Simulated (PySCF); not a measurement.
Job file and geometry (Å, from GFN2-xTB) of an NMR shielding run on `InChI=1S/C5H8O3.Al.ClH.2H/c1-4(6)8-5(2)7-3;;;;/h2H2,1,3H3;;1H;;/q;+1;;;/p-1`, GIAO PBE0/pcSseg-1 NMR shielding, non-relativistic, gas phase in PySCF; density fitting, a coarse starting grid and PySCF grid level 2 are the driver's defaults:

```
$ OMP_NUM_THREADS=1 python probes_run.py task.json out

{"job": {"kind": "nmr", "xc": "PBE0", "basis": "pcSseg-1"}, "charge": 0, "multiplicity": 1}
C     -0.275089    -1.957774    -0.972351
C     -0.282038    -0.747930    -0.441661
O      0.719879    -0.089407     0.207726
C      1.983528    -0.561298     0.424828
C      2.763777     0.463972     1.174901
O      2.360176    -1.634365     0.056112
O     -1.315857     0.146007    -0.418891
C     -2.547516    -0.231507    -0.996994
Al    -0.772843     1.887193     0.479038
Cl    -0.497114     1.594832     2.493019
H      0.605145    -2.568984    -0.928906
H     -1.139544    -2.363450    -1.460318
H      2.694723     1.418601     0.656115
H      3.797746     0.148728     1.272616
H      2.314529     0.598150     2.157978
H     -3.207871     0.621694    -0.846101
H     -2.957095    -1.112148    -0.496791
H     -2.430053    -0.422936    -2.066071
H      0.379440     2.410496    -0.418186
H     -2.199072     2.410805     0.120903
```

Task: What does the program print?

Result: 
```
coarse grid: 18136 points
cycle   1  E = -1123.7985892054  dE =  1.591e+00  |g| = 9.917e-01  |ddm| = 3.955e+00
cycle   2  E = -1123.3775643137  dE =  4.210e-01  |g| = 1.789e+00  |ddm| = 1.793e+00
cycle   3  E = -1123.9725702954  dE = -5.950e-01  |g| = 3.396e-01  |ddm| = 1.328e+00
cycle   4  E = -1123.9931226281  dE = -2.055e-02  |g| = 9.122e-02  |ddm| = 2.636e-01
cycle   5  E = -1123.9943664069  dE = -1.244e-03  |g| = 2.782e-02  |ddm| = 5.709e-02
cycle   6  E = -1123.9945087767  dE = -1.424e-04  |g| = 7.610e-03  |ddm| = 2.254e-02
cycle   7  E = -1123.9945204189  dE = -1.164e-05  |g| = 3.246e-03  |ddm| = 8.118e-03
cycle   8  E = -1123.9945226787  dE = -2.260e-06  |g| = 6.513e-04  |ddm| = 2.631e-03
final grid: 167024 points
cycle   9  E = -1124.0838331659  dE = -3.937e-05  |g| = 1.605e-02  |ddm| = 3.086e-02
cycle  10  E = -1124.0837705796  dE =  6.259e-05  |g| = 2.470e-02  |ddm| = 2.168e-02
cycle  11  E = -1124.0838772776  dE = -1.067e-04  |g| = 2.852e-03  |ddm| = 1.437e-02
cycle  12  E = -1124.0838787480  dE = -1.470e-06  |g| = 6.308e-04  |ddm| = 1.966e-03
cycle  13  E = -1124.0838788069  dE = -5.891e-08  |g| = 2.376e-04  |ddm| = 5.437e-04
cycle  14  E = -1124.0838788178  dE = -1.095e-08  |g| = 7.681e-05  |ddm| = 2.169e-04
cycle  15  E = -1124.0838788191  dE = -1.294e-09  |g| = 2.086e-05  |ddm| = 6.649e-05
cycle  16  E = -1124.0838788192  dE = -9.209e-11  |g| = 4.183e-06  |ddm| = 1.566e-05
converged SCF energy = -1124.0838788192

GIAO shielding tensors (ppm)
atom      isotropic    diamagn.    paramagn.     s11        s22        s33       span
  0 C      110.668     258.370    -147.702     40.537    113.255    178.213    137.676
  1 C       25.146     253.368    -228.222    -73.943     71.097     78.283    152.227
  2 O       78.936     416.441    -337.506    -57.077    126.021    167.863    224.940
  3 C       14.729     248.582    -233.853   -104.716     60.711     88.191    192.907
  4 C      162.559     251.130     -88.571    141.325    154.254    192.098     50.773
  5 O     -131.146     402.227    -533.373   -440.564   -224.416    271.542    712.106
  6 O      224.385     410.320    -185.935    148.720    216.129    308.306    159.587
  7 C      131.322     243.315    -111.993    100.622    111.652    181.691     81.069
  8 Al     418.793     796.967    -378.174    393.399    419.839    443.142     49.742
  9 Cl     975.949    1151.659    -175.709    876.232   1017.628   1033.989    157.757
 10 H       25.722      32.828      -7.106     20.226     27.480     29.461      9.235
 11 H       27.535      31.991      -4.456     24.428     26.163     32.014      7.585
 12 H       29.089      30.382      -1.294     25.076     29.605     32.585      7.510
 13 H       29.680      26.531       3.148     25.107     27.681     36.251     11.144
 14 H       28.659      29.812      -1.152     23.502     29.618     32.857      9.355
 15 H       26.715      28.944      -2.228     21.703     26.488     31.955     10.252
 16 H       28.027      29.092      -1.065     24.716     24.969     34.395      9.680
 17 H       28.065      29.028      -0.962     24.506     25.084     34.606     10.100
 18 H       27.358      32.257      -4.899     24.249     26.065     31.760      7.511
 19 H       27.702      31.628      -3.926     23.564     27.100     32.444      8.880
```

Size and cost of the density-fitted run: 234 basis functions, 65 s wall time on 1 thread of an Arm Neoverse V1, shared host; peak memory 1.1 GiB.
